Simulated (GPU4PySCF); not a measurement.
Sb(iPr)3 (C9H21Sb), SMILES [CH](C)(C)[Sb]([CH](C)C)[CH](C)C. The structure is a stationary point at PBE-D3(BJ)/def2-TZVP. The isomer is the one that the SMILES or the coordinates give; other isomers of the formula were not compared. The def2 effective core potentials stand for the cores of Sb; spin–orbit coupling is left out. Other conformers were not sampled.

Computed equilibrium geometry at PBE-D3(BJ)/def2-TZVP (GPU4PySCF confirms it by a frequency run) as a Z-matrix (one conformer of several):
```
Sb
C 1 2.2236
H 2 1.1039 1 99.97
C 2 1.5249 3 108.32 1 123.28
H 4 1.0985 2 112.01 3 -178.80
H 4 1.0990 5 107.91 2 -123.98
H 4 1.1048 5 107.07 6 -115.10
C 2 1.5288 3 108.15 4 122.22
H 8 1.1004 2 111.68 3 178.66
H 8 1.1005 9 107.52 2 123.34
H 8 1.1039 9 107.00 10 115.29
C 1 2.2250 2 98.42 3 80.52
H 12 1.1033 1 102.60 2 -37.66
C 12 1.5246 13 109.28 6 -57.18
H 14 1.0978 12 112.59 13 54.86
H 14 1.1008 15 107.79 12 -123.48
H 14 1.1047 15 107.45 16 -114.82
C 12 1.5292 13 108.95 14 -121.92
H 18 1.0996 12 112.22 13 -56.57
H 18 1.1021 19 107.35 12 122.61
H 18 1.1040 19 107.88 20 115.02
C 1 2.2272 2 103.16 3 -177.25
H 22 1.1038 1 101.51 2 -144.55
C 22 1.5252 23 108.90 16 -61.05
H 24 1.0969 22 112.72 23 57.19
H 24 1.0997 25 107.88 22 -123.68
H 24 1.1049 25 107.46 26 -114.81
C 22 1.5301 23 108.59 24 -121.44
H 28 1.0997 22 112.22 23 -57.02
H 28 1.1015 29 107.37 22 122.70
H 28 1.1040 29 107.84 30 115.12
```
Charge 0, spin multiplicity 1.
